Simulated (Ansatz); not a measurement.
(KH)3 ring (K3H3). The state is a singlet with charge 0. Geometry r2SCAN-D4/def2-TZVP, basis def2-TZVP, Ansatz.

| run | HOMO (eV) | LUMO (eV) |
| --- | --- | --- |
| A | -3.58 | -0.66 |
| B | -3.68 | 0.10 |
| C | -4.57 | -0.20 |
| D | -5.55 | 0.07 |
| E | -7.17 | 0.71 |
| F | -4.17 | -0.46 |

LC-ωPBE has ω = 0.4 bohr⁻¹. HSE06 is defined as in plane-wave codes, on full-range PBE exchange.

The runs used BHLYP, HSE06, LC-ωPBE, PBE, PBE0, r2SCAN. Estimate which is which.

A PBE (0 % exact exchange); B r2SCAN (0 % exact exchange); C PBE0 (25 % exact exchange); D BHLYP (50 % exact exchange); E LC-ωPBE (range-separated); F HSE06 (range-separated). Exact exchange lowers occupied and raises empty levels; among semilocal functionals meta-GGAs tend to open the gap a little, and such runs are hard to tell apart. The gap grows from 2.91 eV (PBE) to 7.88 eV (LC-ωPBE).
